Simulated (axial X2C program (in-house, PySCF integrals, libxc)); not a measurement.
## Photoelectron levels of AuS⁻ by EOM-IP-CCSD

Computed with an in-house all-electron X2C program for linear molecules (integrals from PySCF): two-component X2C with atomic mean-field Coulomb and Gaunt terms, Gaussian nuclei, basis Au dyall-acv3z, S dyall-av3z with contracted cores.

R = 2.108 Å (0.960 times 2.196 Å, the PBE0 minimum at charge -1 for the lowest determinant).

Vertical detachment energies of AuS⁻ to the states of AuS:

```csv
Ω of AuS,vertical detachment energy (eV),above lowest (cm⁻¹),ionised spinor,one-hole weight
3/2,2.242,0,"71% S pπ, 13% Au dπ, 10% Au pπ",0.93
1/2,2.414,1390,"71% S pπ, 11% Au pπ, 11% Au dπ",0.93
1/2,4.253,16219,"44% S pσ, 37% Au sσ, 14% Au dσ",0.95
5/2,5.765,28417,99% Au dδ,0.93
```

Q: Take the first Ω = 1/2 and Ω = 3/2 rows of π character: how far apart are they, and which lies lower?

A: E(3/2) − E(1/2) = 0 − 1390 = -1390 cm⁻¹ at EOM-IP-CCSD: inverted, Ω = 3/2 lower. Splittings at this level can be off by ten to twenty per cent.

This point took 21 s on 1 thread of Intel(R) Xeon(R) 6975P-C (Granite Rapids), with other jobs on the host.

Reference electrons by ω block (each with its −ω partner): 1/2: 28, 3/2: 14, 5/2: 5, 7/2: 1. 18 electrons of AuS⁻ correlated (inner shells frozen), 84 natural virtual spinors (a truncated set); levels can be off by some tenths of an eV. Roots sought by Ω: (1/2: 4, 3/2: 3, 5/2: 1); rows need 60 % one-particle weight and stop where some Ω has no more roots. Missing are any skipped roots, higher Ω and states of a further excitation; these come out far too high here and may in truth be low or lowest. T1 of the reference 0.023 (Lee–Taylor). Number of frozen shells: Au 5 s, 4 p, 2 d, 1 f; S 2 s, 1 p.
